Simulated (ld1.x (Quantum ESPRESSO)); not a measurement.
# Transferability test, TM potential for titanium (Ti)

Ti, norm-conserving Troullier–Martins (Kleinman–Bylander form), made with ld1.x (Quantum ESPRESSO) 7.5 (LDA (PZ), scalar-relativistic). Core [Ne] 3s2, reference 3p6 3d2 4s2 4p0. Waves: 4s (bound): rc 2.10 bohr; 3p (bound): rc 1.55 bohr; 3d (bound): rc 2.15 bohr; 4f channel at 0.05 Ry: rc 1.95 bohr. Local part: all-electron potential smoothed inside 2.05 bohr (lloc = -1). Core correction: a·sin(br)/r model core inside 1.50 bohr.

Energies are relative to the spin-unpolarised reference configuration 3p6 3d2 4s2 4p0; without spin polarisation the order of configurations can differ from experiment. Not all tests gave a result: 5 of 9 tests not solved or not reliable. Left out of the table: 3p6 3d1 4s2 4p0 (solver errors, printed error -37.4 eV); 3p6 3d1 4s2 4p1 (solver errors, printed error -696 eV); 3p6 3d2.5 4s1.5 4p0 (solver errors, printed error -998 eV); 3p6 3d2 4s2 4p0 (spin-polarised) (solver errors, printed error -12.1 eV); 3p6 3d2 4s1 4p0 (spin-polarised) (solver errors, printed error -2.5 eV).

```
valence configuration  charge  ΔE all-electron (eV)  error AE − PS (meV)
      3p6 3d2 4s0 4p0      +2                21.336                  -10
      3p6 3d1 4s0 4p0      +3                48.525                  +80
```

What are ΔE and the potential's error for 3p6 3d2 4s1 4p0?

ΔE = 7.536 eV all-electron; the error (AE − PS) is -24 meV.

What are ΔE and the potential's error for 3p6 3d2 4s0 4p1?

ΔE = 11.384 eV all-electron; the error (AE − PS) is -95 meV.

Note: ghost state, extra bound levels that the all-electron valence spectrum of the same l lacks: s at -6.0 eV. A true bound ghost makes a file unfit for plane-wave use.
